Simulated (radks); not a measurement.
All-electron atom: Nb1.125+ in [He] 2s2 2p(up 3, down 2.875) 3s2 3p6 3d10 4s2 4p6 4d4 (fractional occupations, a model configuration).

All-electron calculation, scalar-relativistic Kohn-Sham, r2SCAN, spin-polarised, spherical densities, finite nucleus; open shells are filled with parallel spins first (spin-orbit coupling, left out, can overturn this in heavy ions); meta-GGA in the generalised Kohn-Sham scheme; Fermi nuclear charge, rms radius 4.324 fm. Program: a radial shooting solver on a logarithmic mesh with Libxc functionals.

Energy parts (Ry):
| part | energy |
|---|---|
| total | -7618.21531 |
| kinetic | 7844.39017 |
| electron-nucleus | -18327.25634 |
| Hartree | 3101.77863 |
| exchange-correlation | -237.12777 |

Orbitals (lengths in bohr, moments of r in powers of bohr; r(max) is where P^2 peaks):
[
 {"orbital": "1s up", "occ.": "1", "eigenvalue (Ry)": "-1387.402", "<r^4>": "8.003e-06", "r(max)": "0.02349"},
 {"orbital": "1s down", "occ.": "1", "eigenvalue (Ry)": "-1387.320", "<r^4>": "8.001e-06", "r(max)": "0.02349"},
 {"orbital": "2s up", "occ.": "1", "eigenvalue (Ry)": "-196.0172", "<r^4>": "0.001486", "r(max)": "0.1330"},
 {"orbital": "2s down", "occ.": "1", "eigenvalue (Ry)": "-195.8641", "<r^4>": "0.001487", "r(max)": "0.1330"},
 {"orbital": "2p up", "occ.": "3", "eigenvalue (Ry)": "-175.0918", "<r^4>": "0.001066", "r(max)": "0.1064"},
 {"orbital": "2p down", "occ.": "2.875", "eigenvalue (Ry)": "-174.9222", "<r^4>": "0.001067", "r(max)": "0.1064"},
 {"orbital": "3s up", "occ.": "1", "eigenvalue (Ry)": "-33.63367", "<r^4>": "0.07716", "r(max)": "0.3941"},
 {"orbital": "3s down", "occ.": "1", "eigenvalue (Ry)": "-33.61328", "<r^4>": "0.07720", "r(max)": "0.3943"},
 {"orbital": "3p up", "occ.": "3", "eigenvalue (Ry)": "-26.69781", "<r^4>": "0.08606", "r(max)": "0.3880"},
 {"orbital": "3p down", "occ.": "3", "eigenvalue (Ry)": "-26.67047", "<r^4>": "0.08606", "r(max)": "0.3882"},
 {"orbital": "3d up", "occ.": "5", "eigenvalue (Ry)": "-15.39447", "<r^4>": "0.09802", "r(max)": "0.3338"},
 {"orbital": "3d down", "occ.": "5", "eigenvalue (Ry)": "-15.34997", "<r^4>": "0.09777", "r(max)": "0.3343"},
 {"orbital": "4s up", "occ.": "1", "eigenvalue (Ry)": "-5.07491", "<r^4>": "3.622", "r(max)": "1.035"},
 {"orbital": "4s down", "occ.": "1", "eigenvalue (Ry)": "-4.88312", "<r^4>": "3.473", "r(max)": "1.026"},
 {"orbital": "4p up", "occ.": "3", "eigenvalue (Ry)": "-3.27867", "<r^4>": "6.146", "r(max)": "1.125"},
 {"orbital": "4p down", "occ.": "3", "eigenvalue (Ry)": "-3.05282", "<r^4>": "5.786", "r(max)": "1.114"},
 {"orbital": "4d up", "occ.": "4", "eigenvalue (Ry)": "-0.84735", "<r^4>": "42.77", "r(max)": "1.474"},
 {"orbital": "4d down", "occ.": "0", "eigenvalue (Ry)": "-0.54886", "<r^4>": "57.70", "r(max)": "1.432"}
]

The highest occupied level is 4d up at -11.529 eV. The spin density at the nucleus is -4.551 e/bohr^3 (1s -3.074, 2s 1.044, 3s 1.099, 4s -3.620). Spin moment in Bohr magnetons: 4.125. The electron density at the nucleus is 8.404e+04 e/bohr^3 (large components only).
